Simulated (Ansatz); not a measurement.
Ansatz (an electronic-structure program) input file for 4-ethenyl-2,3-dihydroazete (C₅H₇N), SMILES C=CC1=NCC1, PBE0-D3(BJ)/def2-SVP. 

Ansatz 0.2 input:
```yaml
crystal:
  periodic: [false, false, false]
  atoms:
    - {symbol: C, position_ang: [-0.33178996, -2.42701803, 0.00000000]}
    - {symbol: C, position_ang: [0.56046002, -1.41391630, -0.00000000]}
    - {symbol: C, position_ang: [0.16912413, -0.00373086, -0.00000000]}
    - {symbol: N, position_ang: [-1.03854514, 0.50534060, 0.00000000]}
    - {symbol: C, position_ang: [-0.46766931, 1.88082296, -0.00000000]}
    - {symbol: C, position_ang: [0.96759548, 1.27988169, -0.00000000]}
    - {symbol: H, position_ang: [-1.41215470, -2.20899849, -0.00000001]}
    - {symbol: H, position_ang: [-0.01202616, -3.47987605, 0.00000000]}
    - {symbol: H, position_ang: [1.64427491, -1.61976298, -0.00000000]}
    - {symbol: H, position_ang: [-0.75362237, 2.46577210, 0.90045311]}
    - {symbol: H, position_ang: [-0.75362238, 2.46577210, -0.90045311]}
    - {symbol: H, position_ang: [1.58532223, 1.47173618, -0.90238636]}
    - {symbol: H, position_ang: [1.58532223, 1.47173618, 0.90238637]}
basis:
  gaussian:
    orbitals: def2-SVP
hamiltonian:
  xc: pbe0
  dispersion: d3bj
relax: {f_tol: 0.002, max_steps: 200}
```

Program output:

```
WARN ansatz: RAYON_NUM_THREADS=1 ignored (pool sized by the plan → 1); use --threads N
Functional definition: PBE0
integrals: 0.09 GiB planned
1386 factors; integrals over basis functions are off by at most 4.9e-4 eV
mean field: 0.52 GiB planned
mean field evaluation 1: about -6768.0224 eV, gradient 4.8e1 eV
mean field evaluation 2: about -6767.2004 eV, gradient 5.3e1 eV
mean field evaluation 4: about -6773.9571 eV, gradient 2.9e0 eV
mean field evaluation 8: about -6774.0307 eV, gradient 2.6e-1 eV
mean field evaluation 16: about -6774.0309 eV, gradient 5.7e-5 eV
mean field -6774.03085413 eV, -248.9410422864 hartree, gradient 5.7e-5 eV, S^2 0.000000; 0 other end points of the search recorded, 0 dependent functions left out
the calculation of the forces begins
reference -6774.03088175 eV, -248.9410433013 hartree; 22, 22 occupied and 97, 97 virtual orbitals, 1386 factors
relax step   1: F+E_penalty+E_count = -6774.25903733 eV  Δ(F+E_penalty+E_count) = +0.000e0 eV  max|allowed force component| = 1.192e0 eV/Å  Δτ_max = 0.0000 Å  (29 SCF iters, accepted)
these checks for a lower state are left out or cut short: starts, cluster_reference, orbital_swaps, neighbouring_geometries, increment
integrals: 0.09 GiB planned
1386 factors; integrals over basis functions are off by at most 4.7e-4 eV
mean field: 0.52 GiB planned
mean field -6774.05732393 eV, -248.9420150334 hartree, gradient 1.2e-5 eV, S^2 0.000000; 0 other end points of the search recorded, 0 dependent functions left out
the calculation of the forces begins
reference -6774.05735144 eV, -248.9420160444 hartree; 22, 22 occupied and 97, 97 virtual orbitals, 1386 factors
relax step   2: F+E_penalty+E_count = -6774.28593965 eV  Δ(F+E_penalty+E_count) = -2.690e-2 eV  max|allowed force component| = 3.555e-1 eV/Å  Δτ_max = 0.0193 Å  (33 SCF iters, accepted)
these checks for a lower state are left out or cut short: starts, cluster_reference, orbital_swaps, neighbouring_geometries, increment
integrals: 0.09 GiB planned
1386 factors; integrals over basis functions are off by at most 4.7e-4 eV
mean field: 0.52 GiB planned
mean field evaluation 32: about -6774.0599 eV, gradient 1.5e-5 eV
mean field -6774.05985670 eV, -248.9421081109 hartree, gradient 1.5e-5 eV, S^2 0.000000; 0 other end points of the search recorded, 0 dependent functions left out
the calculation of the forces begins
reference -6774.05988417 eV, -248.9421091206 hartree; 22, 22 occupied and 97, 97 virtual orbitals, 1386 factors
relax step   3: F+E_penalty+E_count = -6774.28851160 eV  Δ(F+E_penalty+E_count) = -2.572e-3 eV  max|allowed force component| = 4.625e-2 eV/Å  Δτ_max = 0.0075 Å  (27 SCF iters, accepted)
these checks for a lower state are left out or cut short: starts, cluster_reference, orbital_swaps, neighbouring_geometries, increment
integrals: 0.09 GiB planned
1386 factors; integrals over basis functions are off by at most 4.7e-4 eV
mean field: 0.52 GiB planned
mean field -6774.05991538 eV, -248.9421102674 hartree, gradient 6.3e-5 eV, S^2 0.000000; 0 other end points of the search recorded, 0 dependent functions left out
the calculation of the forces begins
reference -6774.05994285 eV, -248.9421112771 hartree; 22, 22 occupied and 97, 97 virtual orbitals, 1386 factors
relax step   4: F+E_penalty+E_count = -6774.28855283 eV  Δ(F+E_penalty+E_count) = -4.123e-5 eV  max|allowed force component| = 1.619e-2 eV/Å  Δτ_max = 0.0010 Å  (21 SCF iters, accepted)
these checks for a lower state are left out or cut short: starts, cluster_reference, orbital_swaps, neighbouring_geometries, increment
integrals: 0.09 GiB planned
1386 factors; integrals over basis functions are off by at most 4.7e-4 eV
mean field: 0.52 GiB planned
mean field -6774.05993036 eV, -248.9421108180 hartree, gradient 4.3e-5 eV, S^2 0.000000; 0 other end points of the search recorded, 0 dependent functions left out
the calculation of the forces begins
reference -6774.05995784 eV, -248.9421118278 hartree; 22, 22 occupied and 97, 97 virtual orbitals, 1386 factors
relax step   5: F+E_penalty+E_count = -6774.28856277 eV  Δ(F+E_penalty+E_count) = -9.935e-6 eV  max|allowed force component| = 1.950e-3 eV/Å  Δτ_max = 0.0013 Å  (21 SCF iters, accepted)
integrals: 0.09 GiB planned
1386 factors; integrals over basis functions are off by at most 4.7e-4 eV
mean field: 0.52 GiB planned
mean field -6774.05993036 eV, -248.9421108180 hartree, gradient 4.3e-5 eV, S^2 0.000000; 1 other end points of the search recorded, 0 dependent functions left out
the calculation of the forces begins
reference -6774.05995784 eV, -248.9421118278 hartree; 22, 22 occupied and 97, 97 virtual orbitals, 1386 factors
Total energy: -6774.28859025 eV, -248.9505139139 hartree
Atom 0 at    -0.329264    -2.407465     0.000000 Å, force     0.000275    -0.000073    -0.000000 eV/Å
Atom 1 at     0.561183    -1.408901     0.000000 Å, force    -0.000152    -0.000319    -0.000000 eV/Å
Atom 2 at     0.169844    -0.001585     0.000000 Å, force     0.001013    -0.001730     0.000000 eV/Å
Atom 3 at    -1.021459     0.500258     0.000000 Å, force    -0.000923    -0.001664    -0.000000 eV/Å
Atom 4 at    -0.465809     1.865805     0.000000 Å, force     0.000509     0.001950    -0.000000 eV/Å
Atom 5 at     0.963162     1.275297    -0.000000 Å, force     0.000328     0.001265    -0.000000 eV/Å
Atom 6 at    -1.400729    -2.185937    -0.000000 Å, force     0.000376     0.000716     0.000000 eV/Å
Atom 7 at    -0.017297    -3.454431     0.000000 Å, force    -0.000612     0.000208     0.000000 eV/Å
Atom 8 at     1.635945    -1.617217     0.000000 Å, force    -0.000276     0.000354    -0.000000 eV/Å
Atom 9 at    -0.750265     2.445116     0.893908 Å, force    -0.000056    -0.000275    -0.000307 eV/Å
Atom 10 at    -0.750265     2.445116    -0.893908 Å, force    -0.000056    -0.000275     0.000307 eV/Å
Atom 11 at     1.573812     1.465852    -0.896861 Å, force    -0.000212    -0.000078     0.000201 eV/Å
Atom 12 at     1.573812     1.465852     0.896861 Å, force    -0.000212    -0.000078    -0.000201 eV/Å
Dipole moment:     0.414913     0.036902     0.000000 e Å
```

Self-consistency was reached.
